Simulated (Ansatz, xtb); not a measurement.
## CH2AgN: which of two structures lies lower

Structure a: a singlet given by its coordinates. Structure b: a singlet given by its coordinates. Both are isolated molecules in the gas phase, relaxed with B3LYP-D3(BJ)/def2-SVP.

a (Å):

```xyz
5

C     0.0000    0.0000   -0.5023
Ag    0.0000    0.0000    1.6006
N     0.0000    0.0000   -1.6673
H     0.0000    0.0000   -2.6735
H     0.0000    0.0000    3.2424
```

Close contacts (Å): C1–Ag2 2.10, C1–N3 1.16, Ag2–H5 1.64, N3–H4 1.01.

b (Å):

```json
{"atom": "C", "x (Å)": "0.0000", "y (Å)": "0.0000", "z (Å)": "-1.6714"}
{"atom": "Ag", "x (Å)": "0.0000", "y (Å)": "0.0000", "z (Å)": "1.6615"}
{"atom": "N", "x (Å)": "0.0000", "y (Å)": "0.0000", "z (Å)": "-0.5205"}
{"atom": "H", "x (Å)": "0.0000", "y (Å)": "0.0000", "z (Å)": "-2.7519"}
{"atom": "H", "x (Å)": "0.0000", "y (Å)": "0.0000", "z (Å)": "3.2823"}
```

Close contacts (Å): C1–N3 1.15, Ag2–N3 2.18, C1–H4 1.08, Ag2–H5 1.62.

Question: Estimate E(b) − E(a) at the level CCSD(T)/def2-TZVPP.

Answer: Calculated at CCSD(T)/def2-TZVPP: E(b) − E(a) = −28.0 kJ/mol, so structure b lies lower.

Level by level:

| level | geometry | E(b) − E(a) (kJ/mol) | departure from the last row (kJ/mol) | job, with rough time for the two |
| --- | --- | --- | --- | --- |
| GFN2-xTB | GFN2-xTB | −46.4 | −18.4 | optimisation, 0.12 s |
| HF/STO-3G | GFN2-xTB | −38.8 | −10.8 | single point, 0.64 s |
| r2SCAN-D4/def2-SVP | GFN2-xTB | −13.6 | +14.4 | single point, 3 s |
| B3LYP-D3(BJ)/def2-SVP | B3LYP-D3(BJ)/def2-SVP | −27.6 | +0.4 | optimisation, 29 s |
| HF/def2-TZVPP | B3LYP-D3(BJ)/def2-SVP | −29.6 | −1.6 | part of the CCSD(T) run |
| MP2/def2-TZVPP | B3LYP-D3(BJ)/def2-SVP | −31.0 | −3.0 | part of the CCSD(T) run |
| CCSD(T)/def2-TZVPP | B3LYP-D3(BJ)/def2-SVP | −28.0 |  | single point, 24 s |

The levels shown agree on the order. The largest departure from CCSD(T)/def2-TZVPP is that of GFN2-xTB, 18.4 kJ/mol.

With harmonic frequencies from B3LYP-D3(BJ)/def2-SVP (ideal gas, rigid rotor, one conformer each, 400 K, 1 atm): on the last row, ΔE + ΔZPE = −28.2, ΔH = −28.4, ΔG = −28.9 kJ/mol.

The correlated steps freeze 2 core orbitals; the last core shell of Ag is correlated, in a basis made for valence electrons. Atoms past krypton carry core potentials in the def2 sets, other sets are all-electron and non-relativistic, and no spin–orbit term is included. Programs: Ansatz 0.2.0, xtb 6.7.1; the last row on 1 thread of Arm Neoverse V2 on a shared host.
